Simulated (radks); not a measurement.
Task: These are the eigenvalues of the occupied orbitals of an atom or ion with whole-number occupations (hartree). All-electron calculation, Dirac Kohn-Sham, PBE, spin-unpolarised, spherical densities, finite nucleus; Fermi nuclear charge, rms radius of each element as measured or else 0.836 A^(1/3) + 0.57 fm. Program: a radial shooting solver on a logarithmic mesh with Libxc functionals.

| orbital | eigenvalue |
|---|---|
| 1s1/2 | -1067.536 |
| 2s1/2 | -162.7929 |
| 2p1/2 | -152.2012 |
| 2p3/2 | -143.7236 |
| 3s1/2 | -33.00396 |
| 3p1/2 | -28.69966 |
| 3p3/2 | -27.15062 |
| 3d3/2 | -19.54196 |
| 3d5/2 | -19.22216 |
| 4s1/2 | -6.78326 |
| 4p1/2 | -5.33880 |
| 4p3/2 | -5.05221 |
| 4d3/2 | -2.76057 |
| 4d5/2 | -2.71820 |
| 5s1/2 | -1.79877 |

Which element is it, and in what charge state? The configuration may be excited. Open shells, if any, fill j = l - 1/2 first.

Result: Z = 50, tin, charge +4: Sn4+ in [Ar] 3d10 4s1 4p6 4d10 5s1. The list shows which subshells hold electrons but not how many an open one holds; the 1s level, -1067.5 hartree, gives Z - s = 46.2 by -(Z - s)^2/2, which with screening and relativity narrows Z to a few neighbours, and the depths of the outer levels then fix element, charge and occupations together.
